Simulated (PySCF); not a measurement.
## Basis-set dependence of excited states

C2HBF4S.
SMILES: `FBSC(F)=C(F)F`

TDDFT with PBE0 (PySCF), vertical singlets, core orbitals frozen in the response, spherical d and f functions. The structure is a single PBE0-D3(BJ)/def2-SVP conformer in the gas phase; no vibrational or solvent corrections.

| basis | functions | diffuse | S1 (eV) | S2 (eV) | S3 (eV) | S4 (eV) | S5 (eV) | LUMO (eV) | α (au) |
| --- | --- | --- | --- | --- | --- | --- | --- | --- | --- |
| 6-31G* | 118 | no | 5.28 | 6.25 | 6.83 | 7.17 | 7.28 | -0.68 | 50.2 |
| def2-SVP | 121 | no | 5.27 | 6.51 | 6.78 | 7.19 | 7.30 | -0.94 | 49.1 |
| 6-31+G* | 150 | yes | 5.23 | 6.06 | 6.63 | 6.73 | 7.00 | -1.17 | 57.9 |
| def2-SVPD | 187 | yes | 5.22 | 6.17 | 6.57 | 6.89 | 7.02 | -1.26 | 61.5 |
| aug-cc-pVDZ | 197 | yes | 5.13 | 6.05 | 6.54 | 6.66 | 6.96 | -1.21 | 61.7 |
| def2-TZVP | 260 | no | 5.16 | 6.13 | 6.56 | 6.96 | 7.10 | -1.12 | 58.0 |

**Question.** Compare the sets with the largest diffuse one.

**Answer.** States are compared by their number. Against the largest diffuse basis here (aug-cc-pVDZ, itself not a converged limit), sets without diffuse functions differ by up to 0.14 eV in S1 and 0.34 eV in S5; the smaller diffuse sets differ by up to 0.09 and 0.05 eV. State by state, the largest deviation of a set without diffuse functions is S1 0.14, S2 0.47, S3 0.29, S4 0.53, S5 0.34 eV. The same number needn't mean the same state in each row. Against aug-cc-pVDZ the polarisability deviates by -19% in 6-31G*, -20% in def2-SVP, -6% in 6-31+G*, 0% in def2-SVPD, -6% in def2-TZVP. A single + in a Pople set puts diffuse functions on heavy atoms only.
